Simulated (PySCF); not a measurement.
Compound: C5H4F3O (doublet state).
SMILES with atom numbers: `[CH2:1]=[C:2]=[CH:3][C:4]([F:5])[O:6][CH:7]([F:8])[F:9]` (hydrogens: H10, H11 on C1; H12 on C3; H13 on C7)

Geometry (GFN2-xTB, Å), atoms numbered from 1 in this order:
```
atom  x, y, z in Å
C1     2.7200   -0.4838   -0.2586
C2     1.7547    0.2616    0.1469
C3     0.7551    1.0368    0.5943
C4    -0.5573    0.9279    0.1946
F5    -1.5097    1.7254    0.7320
O6    -1.0211    0.0743   -0.7627
C7    -2.1179   -0.6764   -0.4547
F8    -1.7609   -1.7837    0.2423
F9    -2.6589   -1.1077   -1.5960
H10    2.9907   -1.4054    0.2400
H11    3.3178   -0.2380   -1.1262
H12    0.9712    1.8157    1.3138
H13   -2.8880   -0.1461    0.1329
```

The hyperfine couplings belong to this conformer and change with its torsions.

Computed, not measured: PySCF 2.14.0, UKS B3LYP, pcH-1 on C F H O, non-relativistic, mean-field spin-orbit, GIAO. The structure is a single GFN2-xTB conformer in the gas phase; no vibrational or solvent corrections. Couplings are sensitive to structure, and on GFN2-xTB geometries they can be far from those on DFT ones. Stability of the SCF solution: not tested. ⟨S²⟩ is 0.775 where a pure state has 0.75.

Question: Break the g tensor into its mass correction, gauge correction and orbital-Zeeman/spin–orbit terms.

Answer: 
| Δg (ppm) | 1 | 2 | 3 |
| --- | --- | --- | --- |
| relativistic mass correction | -200 | -200 | -200 |
| gauge correction | 11 | 40 | 43 |
| orbital Zeeman/spin–orbit | -118 | 831 | 2058 |
| total | -307 | 671 | 1901 |

So g = 2.00201, 2.00299, 2.00422 and g_iso = 2.00307; the tensor is rhombic: the two nearest values differ by 44 % of g3 − g1. Axes: g2 points within 10° of the C2–C3 bond.

Question: At 93.709 GHz, how far is the centre of the isotropic spectrum from where a free electron (g = 2.002319) resonates?

Answer: B = hν/(g μB) with μB/h = 13.99624 MHz/mT gives 3343.77 mT for the free electron and 3342.51 mT at g_iso, 1.26 mT lower.

Question: What are the electron Larmor frequencies g μB B/h along the three axes at 340 mT?

Answer: 9.5270, 9.5317, 9.5375 GHz for g1, g2 and g3, a range of 10.5 MHz.

Question: In a frozen sample, at which fields do the three g values resonate at 9.5, 34, 94 and 263 GHz (hyperfine left aside), and which band first spreads them over more than twice a line width of 1.0 mT?

Answer: 
| band | GHz | B(g3) mT | B(g2) mT | B(g1) mT | spread mT |
| --- | --- | --- | --- | --- | --- |
| X | 9.5 | 338.66 | 338.87 | 339.04 | 0.37 |
| Q | 34.0 | 1212.05 | 1212.80 | 1213.39 | 1.34 |
| W | 94.0 | 3350.97 | 3353.03 | 3354.67 | 3.70 |
| J | 263.0 | 9375.59 | 9381.35 | 9385.93 | 10.34 |

The spread grows in proportion to the frequency. W band is the first where it exceeds 2.0 mT.

The largest Mulliken spin populations are on C2 (+0.60), C4 (+0.59), C3 (-0.24) and C1 (-0.12).

The HOMO–LUMO gaps are 4.93 eV among the α and 5.76 eV among the β orbitals.
